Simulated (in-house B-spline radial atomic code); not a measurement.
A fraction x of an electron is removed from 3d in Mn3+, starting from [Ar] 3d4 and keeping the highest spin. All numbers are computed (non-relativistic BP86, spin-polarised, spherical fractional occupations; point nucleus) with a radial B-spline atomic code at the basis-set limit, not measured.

| x | E(x) - E(0) (eV) | 3d up level (eV) |
| --- | --- | --- |
| 0 | 0.0000 | -43.092 |
| 0.08 | 3.5063 | -44.567 |
| 0.18 | 8.0560 | -46.432 |
| 0.32 | 14.7415 | -49.082 |
| 0.43 | 20.2564 | -51.197 |
| 0.5 | 23.8877 | -52.556 |
| 0.54 | 26.0056 | -53.338 |
| 0.72 | 35.9259 | -56.899 |
| 0.8 | 40.5420 | -58.505 |
| 0.89 | 45.8893 | -60.327 |
| 1 | 52.6489 | -62.578 |

The exact functional would give a straight line between the two integer points. Deviations E(x) - E(0) - x[E(1) - E(0)], in eV: -0.706 at x = 0.08, -1.421 at x = 0.18, -2.106 at x = 0.32, -2.383 at x = 0.43, -2.437 at x = 0.5, -2.425 at x = 0.54, -1.981 at x = 0.72, -1.577 at x = 0.8, -0.968 at x = 0.89.

The curve lies below the straight line by up to 2.437 eV (at x = 0.5): convex, the delocalisation error that favours fractional charges.

(1) How well does Slater's transition state (minus the level at half occupation) give the ionisation energy?

Results:

(1) It gives 52.556 eV against 52.649 eV from the two total energies; NIST lists 51.21 eV, ground level to ground level.
